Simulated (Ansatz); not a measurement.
F4Sn, charge -1, doublet, at a GFN2-xTB geometry (such geometries of metal compounds can be far from the true shape) (a state made from the parent by changing its charge; the spin is typed, not shown lowest) (all electrons, no relativity) (a gas-phase anion, which may not be bound at this level), with bond 1-2 at 1.8 times its length.

The Ansatz (a first-principles code) input:
Ansatz 0.2 input:
```yaml
crystal:
  periodic: [false, false, false]
  atoms:
    - {symbol: F, position_ang: [-2.05829485, -3.20945893, -1.57570837]}
    - {symbol: Sn, position_ang: [0.00000000, 0.00000000, 0.00000000]}
    - {symbol: F, position_ang: [-1.36890091, 1.83770533, 0.04532888]}
    - {symbol: F, position_ang: [0.67888066, -0.49971285, 2.13131729]}
    - {symbol: F, position_ang: [1.83351739, 0.44504026, -1.30125264]}
basis:
  gaussian:
    orbitals: STO-3G
hamiltonian:
  xc: pbe0
total_charge: -1
magnetization: {spin_polarized: true, initial_magnetization: 1}
scf: {lower_state_search: standard}
```

### Question
Predict the number of basis functions from PBE0/STO-3G in Ansatz.

### Answer
47

### Question
Predict the <S^2> from PBE0/STO-3G.

### Answer
0.752

### Question
Estimate the total energy that PBE0/STO-3G returns for this input.

### Answer
-6357.966019 Ha

A gas-phase anion may not be bound at this level; its values then depend on the basis.
